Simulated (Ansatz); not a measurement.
Born–Oppenheimer molecular dynamics of FGeH5O2 (9 atoms, charge 0, multiplicity 1). It starts at the highest image of a converged band, a first-order saddle point between two minima.

The calculation used Ansatz, RKS PBE0/def2-SVP.

```yaml
ensemble: NVE (velocity Verlet)
time_step: 0.5 fs
steps_asked: 200
starting_velocities_drawn_for: 300 K
seed: 8329
```

First frame:

```xyz
9
Properties=species:S:1:pos:R:3
Ge 0.052 0.186 -0.024
O 0.083 -0.021 1.952
H -0.783 -0.100 2.371
H 1.444 -0.028 -0.618
O -1.070 1.364 -0.729
H -1.820 0.899 -1.116
H -0.778 -1.133 -0.175
F 0.830 1.793 0.954
H 0.474 1.026 1.851
```

Task: What does the run give?

Result: The run went to its last step.

```json
{
 "steps done": "200",
 "time covered": "100 fs",
 "mean temperature over the second half": "665 K",
 "spread of the potential energy over the second half": "3.6 meV per atom",
 "mean potential energy of the second half above the start": "-36.6 meV per atom"
}
```

The conserved energy stayed within 0.17 meV per atom of its start (net change 0.12 meV per atom), so the integration is sound. The kinetic energy rose, since the run started high on the potential surface and went downhill. It ends in pieces (FH + GeH4O2), so much of that is their flight and rotation, not heat. A run of 0.1 ps of so small a system gives no equilibrium averages. The orbitals stay closed-shell, which can raise the energy where a bond breaks towards radicals; this wasn't checked here.

Task: What happens to the structure?

Result: Between its relaxed ends the band would form Ge1–F8, O2–H9 and break Ge1–O2, F8–H9. These pairs go: Ge1–F8 2.04 → 3.84 Å, O2–H9 1.12 → 2.05 Å, Ge1–O2 1.99 → 1.83 Å, F8–H9 1.23 → 0.94 Å. In the last frame they stand as before the step (other bonds may differ from the relaxed reactants and products). It ends as FH + GeH4O2. Pairs count as bonded within 1.25 times the sum of covalent radii (0.12 Å more for H–H). Another seed would give other details.

Task: How do temperature and energy run in time?

Result: 
```tsv
time (fs)	T (K)	potential energy less start (eV)	conserved less start (meV/atom)
0	300	0.000	0.00
3	204	0.088	0.12
6	179	0.111	0.13
9	199	0.092	0.04
12	166	0.122	0.10
15	262	0.036	0.11
18	336	-0.032	0.08
21	396	-0.087	0.05
24	462	-0.146	0.11
27	480	-0.162	0.12
30	543	-0.219	0.05
33	597	-0.268	0.08
36	604	-0.273	0.14
39	690	-0.352	0.06
42	718	-0.378	0.07
45	717	-0.377	0.11
48	754	-0.410	0.09
51	733	-0.391	0.06
54	714	-0.374	0.07
57	689	-0.351	0.11
60	656	-0.321	0.09
63	694	-0.357	0.04
66	685	-0.348	0.09
69	665	-0.329	0.11
72	694	-0.356	0.03
75	622	-0.290	0.09
78	594	-0.265	0.13
81	629	-0.297	0.06
84	621	-0.290	0.07
87	663	-0.328	0.09
90	649	-0.315	0.11
93	665	-0.330	0.06
96	698	-0.360	0.05
99	635	-0.301	0.15
```

The run took 6.2 min on 2 threads of Arm Neoverse V2, with other jobs on the host, peak memory 0.21 GiB.
